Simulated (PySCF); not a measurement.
A run for PySCF: R-MP2/6-31G* on H2O (SMILES O) with ghost functions.

```python
from pyscf import gto, scf, dft, mp
from pyscf.data.elements import chemcore

mol = gto.M(
    atom='''
    O    -0.04880423    0.63243907   -0.59994090
    H    -0.91007277    0.30571641   -0.87872982
    H    -0.00101452    0.43945104    0.34582986
    ghost-As    0.23175042   -0.45490899    2.87883377
    ghost-H   -0.19797877    0.23498299    4.16490046
    ghost-H    1.64603571   -0.69837804    3.38215973
    ghost-H   -0.25863108   -1.81676989    3.34834062
    ''',
    basis='6-31g*',
    cart=True,
    charge=0, spin=0, verbose=3, max_memory=1800)
mf = scf.RHF(mol)
mf.conv_tol = 1e-8
mf.max_cycle = 100
mf.kernel()
if not mf.converged:
    mf = mf.newton().run(mf.mo_coeff, mf.mo_occ)
pt = mp.MP2(mf, frozen=chemcore(mol)).run()
```

Question: Give the final energy of this run.

Answer: -76.1979 hartree.
